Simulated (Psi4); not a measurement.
Psi4 input (wB97X-D/6-311+G**):

```
memory 1500 MB

molecule {
0 2
N    -0.05786200   -0.03195300   -0.51104200
N    -0.06063400   -0.00522100    0.65553300
H     0.82947200    0.26021600   -1.01143600
symmetry c1
no_reorient
no_com
}

set {
  basis 6-311+G**
  reference uks
  scf_type pk
  dft_radial_points 99
  dft_spherical_points 590
  e_convergence 1e-8
  d_convergence 1e-7
  maxiter 150
}

e = energy('wb97x-d')
print_out(f'\nFINAL {e:.10f} DIPOLE {variable("CURRENT DIPOLE")[0]:.6f} {variable("CURRENT DIPOLE")[1]:.6f} {variable("CURRENT DIPOLE")[2]:.6f}\n')
```

Output:

```
   => Loading Basis Set <=

    Name: 6-311+G**
    Role: ORBITAL
    Keyword: BASIS
    atoms 1-2 entry N          line   150 file 6-311pgss.gbs
    atoms 3   entry H          line    42 file 6-311pgss.gbs

   => WB97X-D: Empirical Dispersion <=

    Chai and Head-Gordon Dispersion Correction
    Chai, J.-D.; Head-Gordon, M. (2010), J. Chem. Phys., 132: 6615-6620

        s6 =       1.000000

         ---------------------------------------------------------
                                   SCF
               by Justin Turney, Rob Parrish, Andy Simmonett
                          and Daniel G. A. Smith
                              UKS Reference
         ---------------------------------------------------------

  ==> Geometry <==

    Molecular point group: c1
    Full point group: C1

    Geometry (in Angstrom), charge = 0, multiplicity = 2:

       Center              X                  Y                   Z               Mass
    ------------   -----------------  -----------------  -----------------  -----------------
         N           -0.057862000000    -0.031953000000    -0.511042000000    14.003074004430
         N           -0.060634000000    -0.005221000000     0.655533000000    14.003074004430
         H            0.829472000000     0.260216000000    -1.011436000000     1.007825032230

  Running in c1 symmetry.

  Rotational constants: A =     21.72142  B =      1.56029  C =      1.45572 [cm^-1]
  Rotational constants: A = 651191.93444  B =  46776.30993  C =  43641.46363 [MHz]
  Nuclear repulsion =   27.657750001916366

  Charge       = 0
  Multiplicity = 2
  Electrons    = 15
  Nalpha       = 8
  Nbeta        = 7

  ==> Algorithm <==

  SCF Algorithm Type is PK.
  DIIS enabled.
  MOM disabled.
  Fractional occupation disabled.
  Guess Type is SAD.
  Energy threshold   = 1.00e-08
  Density threshold  = 1.00e-07
  Integral threshold = 1.00e-12

  ==> Primary Basis <==

  Basis Set: 6-311+G**
    Blend: 6-311+G**
    Number of shells: 24
    Number of basis functions: 50
    Number of Cartesian functions: 52
    Spherical Harmonics?: true
    Max angular momentum: 2

  ==> DFT Potential <==

   => LibXC <=

    Version 7.1.2
    S. Lehtola, C. Steigemann, M. J. T. Oliveira, and M. A. L. Marques,  SoftwareX 7, 1–5 (2018) (10.1016/j.softx.2017.11.002)

   => Composite Functional: WB97X-D <=

    wB97X-D Hyb-GGA Exchange-Correlation Functional

    J.-D. Chai and M. Head-Gordon,  Phys. Chem. Chem. Phys. 10, 6615–6620 (2008) (10.1039/B810189B)

    Deriv               =              1
    GGA                 =           TRUE
    Meta                =          FALSE

    Exchange Hybrid     =           TRUE
    MP2 Hybrid          =          FALSE

   => Exchange-Correlation Functionals <=

    1.0000   wB97X-D range-separated functional

   => Exact (HF) Exchange <=

    0.7780            HF,LR [omega = 0.2000]
    0.2220               HF

   => LibXC Density Thresholds  <==

    XC_HYB_GGA_XC_WB97X_D:  1.00E-14

   => Molecular Quadrature <=

    Radial Scheme          =       TREUTLER
    Pruning Scheme         =           NONE
    Nuclear Scheme         =       TREUTLER

    Blocking Scheme        =         OCTREE
    BS radius alpha        =              1
    Pruning alpha          =              1
    Radial Points          =             99
    Spherical Points       =            590
    Total Points           =         171035
    Total Blocks           =           1319
    Max Points             =            256
    Max Functions          =             50
    Weights Tolerance      =       1.00E-15

  ==> Integral Setup <==

  Using in-core PK algorithm.
   Calculation information:
      Number of atoms:                   3
      Number of AO shells:              24
      Number of primitives:             44
      Number of atomic orbitals:        52
      Number of basis functions:        50

      Integral cutoff                 1.00e-12
      Number of threads:                 1

  Performing in-core PK
  Using 2440350 doubles for integral storage.
  We computed 45150 shell quartets total.
  Whereas there are 45150 unique shell quartets.

  Computing range-separated integrals for PK
  We computed 45150 wK shell quartets total.
  Whereas there are 45150 wK unique shell quartets.

  ==> DiskJK: Disk-Based J/K Matrices <==

    J tasked:                  Yes
    K tasked:                  Yes
    wK tasked:                 Yes
    Omega:               2.000E-01
    Schwarz Cutoff:          1E-12


  Cached 100.0% of DFT collocation blocks in 0.230 [GiB].

  Minimum eigenvalue in the overlap matrix is 2.6813096116E-04.
  Reciprocal condition number of the overlap matrix is 4.7827118432E-05.
    Using symmetric orthogonalization.

  ==> Pre-Iterations <==

  SCF Guess: Superposition of Atomic Densities via on-the-fly atomic UHF (no occupation information).

   -------------------------
    Irrep   Nso     Nmo
   -------------------------
     A         50      50
   -------------------------
    Total      50      50
   -------------------------

  ==> Iterations <==

                        Total Energy        Delta E     RMS |[F,P]|

   @UKS iter SAD:  -109.41156657011075   -1.09412e+02   0.00000e+00
   @UKS iter   1:  -109.96572308312611   -5.54157e-01   6.83936e-03 DIIS/ADIIS
   @UKS iter   2:  -110.00026026591415   -3.45372e-02   4.60205e-03 DIIS/ADIIS
   @UKS iter   3:  -110.02132259941757   -2.10623e-02   9.60233e-04 DIIS/ADIIS
   @UKS iter   4:  -110.02212249045404   -7.99891e-04   5.63682e-04 DIIS/ADIIS
   @UKS iter   5:  -110.02254842346352   -4.25933e-04   1.13493e-04 DIIS/ADIIS
   @UKS iter   6:  -110.02261810801153   -6.96845e-05   5.33730e-05 DIIS
   @UKS iter   7:  -110.02264540066487   -2.72927e-05   1.90806e-05 DIIS
   @UKS iter   8:  -110.02264919583973   -3.79517e-06   8.70817e-06 DIIS
   @UKS iter   9:  -110.02265007826995   -8.82430e-07   2.73298e-06 DIIS
   @UKS iter  10:  -110.02265015231720   -7.40473e-08   7.76340e-07 DIIS
   @UKS iter  11:  -110.02265015659106   -4.27386e-09   2.38029e-07 DIIS
   @UKS iter  12:  -110.02265015686395   -2.72891e-10   6.14744e-08 DIIS
  Energy and wave function converged.

  ==> Post-Iterations <==

   Electrons on quadrature grid:
      Nalpha   =    8.0000000131 ; deviation = 1.312e-08
      Nbeta    =    7.0000000139 ; deviation = 1.393e-08
      Ntotal   =   15.0000000271 ; deviation = 2.705e-08

   @Spin Contamination Metric:   5.378414880E-03
   @S^2 Expected:                7.500000000E-01
   @S^2 Observed:                7.553784149E-01
   @S   Expected:                5.000000000E-01
   @S   Observed:                5.000000000E-01

    Orbital Energies [Eh]
    ---------------------

    Alpha Occupied:

       1A    -14.524436     2A    -14.514205     3A     -1.192285
       4A     -0.778391     5A     -0.588590     6A     -0.526554
       7A     -0.522445     8A     -0.302037

    Alpha Virtual:

       9A      0.020415    10A      0.095322    11A      0.142697
      12A      0.158869    13A      0.160771    14A      0.206696
      15A      0.216624    16A      0.231154    17A      0.231979
      18A      0.319165    19A      0.518130    20A      0.585627
      21A      0.750525    22A      0.795529    23A      0.800225
      24A      0.867521    25A      0.888784    26A      0.924767
      27A      0.989982    28A      1.263341    29A      1.310994
      30A      1.458036    31A      1.752567    32A      1.785691
      33A      1.923245    34A      1.930233    35A      2.123063
      36A      2.404037    37A      2.476679    38A      2.597964
      39A      2.799813    40A      2.867766    41A      3.134357
      42A      3.148749    43A      3.775472    44A      3.876078
      45A      4.036622    46A      4.108296    47A      4.418654
      48A      4.982122    49A     35.286337    50A     36.053370

    Beta Occupied:

       1A    -14.521391     2A    -14.500069     3A     -1.172147
       4A     -0.748286     5A     -0.539096     6A     -0.515820
       7A     -0.482762

    Beta Virtual:

       8A      0.001398     9A      0.035138    10A      0.104208
      11A      0.148425    12A      0.162783    13A      0.165021
      14A      0.208843    15A      0.233490    16A      0.237168
      17A      0.250920    18A      0.322989    19A      0.532988
      20A      0.606865    21A      0.756687    22A      0.804188
      23A      0.809562    24A      0.897594    25A      0.900569
      26A      0.939322    27A      1.001804    28A      1.279378
      29A      1.326031    30A      1.480095    31A      1.766702
      32A      1.812493    33A      1.964568    34A      1.965987
      35A      2.164044    36A      2.424556    37A      2.505664
      38A      2.621479    39A      2.817599    40A      2.878609
      41A      3.152653    42A      3.176108    43A      3.785912
      44A      3.931724    45A      4.048691    46A      4.140497
      47A      4.434226    48A      4.995936    49A     35.297368
      50A     36.064240

    Final Occupation by Irrep:
              A
    DOCC [     7 ]
    SOCC [     1 ]
    NA   [     8 ]
    NB   [     7 ]

  @UKS Final Energy:  -110.02265015686395

   => Energetics <=

    Nuclear Repulsion Energy =             27.6577500019163658
    One-Electron Energy =                -203.2640405889937369
    Two-Electron Energy =                  75.3684420816377383
    DFT Exchange-Correlation Energy =      -9.7847649409302644
    Empirical Dispersion Energy =          -0.0000367104940391
    VV10 Nonlocal Energy =                  0.0000000000000000
    Total Energy =                       -110.0226501568639463

  UHF NO Occupations:
  HONO-2 :    6  A 1.9992583
  HONO-1 :    7  A 1.9987195
  HONO-0 :    8  A 1.0000000
  LUNO+0 :    9  A 0.0012805
  LUNO+1 :   10  A 0.0007417
  LUNO+2 :   11  A 0.0004246
  LUNO+3 :   12  A 0.0001893

Computation Completed

Properties will be evaluated at   0.000000,   0.000000,   0.000000 [a0]

Properties computed using the SCF density matrix

 Multipole Moments:

 ------------------------------------------------------------------------------------
     Multipole            Electronic (a.u.)      Nuclear  (a.u.)        Total (a.u.)
 ------------------------------------------------------------------------------------

 L = 1.  Multiply by 2.5417464519 to convert [e a0] to [Debye]
 Dipole X            :          0.5760227            0.0000000            0.5760227
 Dipole Y            :          0.1844491           -0.0000038            0.1844453
 Dipole Z            :         -0.5447962            0.0000019           -0.5447943
 Magnitude           :                                                    0.8140166

 ------------------------------------------------------------------------------------

FINAL -110.0226501569 DIPOLE 0.576023 0.184445 -0.544794

*** Psi4 exiting successfully. Buy a developer a beer!
```

The geometry given is a B3LYP-D3(BJ)/def2-TZVP minimum.
